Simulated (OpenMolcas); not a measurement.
# Co2+: ligand-field states by method

Co2+ with 6 ligands (fluoride) in octahedral coordination (Oh) at 2.06 Å. A charge of +0.667 e stands 2.8 Å behind each ligand. Ligand basis ANO-RCC-VDZP.
```
Co    0.0000    0.0000    0.0000
F     2.0600    0.0000    0.0000
F     0.0000    2.0600    0.0000
F    -2.0600    0.0000    0.0000
F     0.0000   -2.0600    0.0000
F     0.0000    0.0000    2.0600
F     0.0000    0.0000   -2.0600
```

```json
{"Program": "OpenMolcas", "Basis": "ANO-RCC-VDZP [5s4p2d1f]", "Scalar Hamiltonian": "DKH2, point nucleus", "Active space": "7 electrons in 5 orbitals (3d)", "State averaging": "2S+1 = 4 even, 10 roots; 2S+1 = 2 even, 40 roots", "Spin-orbit coupling": "state interaction with AMFI integrals over the reference wave functions"}
```

I. CASSCF
II. SS-CASPT2, IPEA 0.25 Eh, imaginary shift 0.1 Eh (closed shells correlated: 3s 3p and the ligand valence shells)

Spin-free states (labels of O, the rotations of Oh) in cm-1, each column counted from its own energy of the first state listed:

```tsv
State	Degeneracy	I	II
4T1	3	0	0
4T2	3	5053	6830
4A2	1	11090	14270
2E	2	16262	13970
2T1	3	20103	17830
2T2	3	20205	17970
4T1	3	22445	20930
2A1	1	23318	21700
2T1	3	25771	21280
2T2	3	27868	25570
2T1	3	28175	27170
2E	2	30044	28570
2E	2	32735	31590
2T2	3	32847	30810
2T1	3	32897	32420
2T2	3	46225	40860
2T1	3	46694	42110
2A2	1	47516	42760
2T2	3	71265	62890
2E	2	71276	63530
```

From I to II, I's first state of the same spin (4T2) moves from 5053 to 6830 cm-1, by about +1800 cm-1.

From I to II, I's first state of another spin (2E) moves from 16262 to 13970 cm-1, by about -2300 cm-1.

I: A least-squares ligand-field fit to the states below 45000 cm-1, each weighted by its degeneracy and with a free common offset, gives 10Dq = 5749 cm-1, B = 1221 cm-1 and C = 4496 cm-1 (C/B = 3.68), with an rms deviation of 91 cm-1. The same method and metal basis give the free ion B = 1230 cm-1 (fit to its terms below 60000 cm-1, rms deviation 20 cm-1), so the nephelauxetic ratio is β = 1221 / 1230 = 0.99; it hangs on how both fits weigh the states, and computed free-ion B values tend to be too large, so β mixes covalency with correlation.

χT at 300 K: I 3.68, II 3.59 cm3 K/mol.

Roots that are degenerate in the reference are averaged as groups; the widest CASPT2 spread within a group is 100 cm-1 (the 2-fold group of multiplicity 2 near 28600 cm-1 above the lowest state of its run, II). Shifts and gaps below about the spread of the groups concerned are not significant. Over all roots computed the reference weight is 0.70 to 0.71 in II; a low but even weight reflects the number of correlated electrons. An orbital triplet at a regular site is open to Jahn-Teller coupling, which can distort the site and quench the lowest spin-orbit gaps and is left out. Ligand-to-metal charge-transfer states are missing. Without dynamic correlation the repulsion within the d shell is too large (B by tens of per cent), so at a given field states of lower spin stand too high (holds for I). With no ligand orbital active B as a rule stays too high, so bands that hang on it stand too high and its fall with covalency is understated (holds for I). With metal d orbitals alone and no dynamic correlation the field as a rule comes out too small, by tens of per cent, by up to half for chloride and softer ligands, and with too little covalency χT stands high (holds for I). A single d shell leaves out the double-shell effect, which counts most for late 3d ions, where the CASPT2 field can be off either way by tens of per cent (holds for II). These CASPT2 states fit no ligand-field parameters well, so their order and spin gaps are uncertain (holds for II). For late 3d ions with one d shell CASPT2 can put B and the spin-flip bands somewhat low as well as high (holds for II). With one d shell and no ligand orbital active, 10Dq can be off by tens of per cent for divalent 3d ions, low with halides held by bare charges and at times high in hosts (holds for II). Free-ion shares, where given, are those of the reference states; single-state CASPT2 does not remix them (holds for II). No measured value stands beside these numbers; the geometry is a model, was not optimised and need not be the one that this ion takes.
